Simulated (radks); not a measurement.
Q: Neutral rubidium, [Kr] 5s1. Calculated with a radial shooting solver on a logarithmic mesh with Libxc functionals: non-relativistic Kohn-Sham, r2SCAN, spin-polarised, spherical densities, point nucleus; meta-GGA in the generalised Kohn-Sham scheme. Every spin shell is full or empty, so the densities are truly spherical. Functionals are evaluated on that one density, not self-consistently. Rank these orbital-free kinetic functionals by their error against the exact value of the orbitals, and give that value: Thomas-Fermi, TF + vW, TF + vW/9, TF + vW/5, APBEK, Pearson, PG1, DePristo-Kress, Ernzerhof.

A: Exact: 2938.53 hartree. From best to worst, with 100 (|E| - |E exact|)/|E exact| (equal figures are ties): DePristo-Kress -0.05, APBEK +0.14, Ernzerhof -0.36, TF + vW/9 -0.69, Pearson -1.02, TF + vW/5 +3.39, Thomas-Fermi -5.80, PG1 +17.05, TF + vW +40.15.
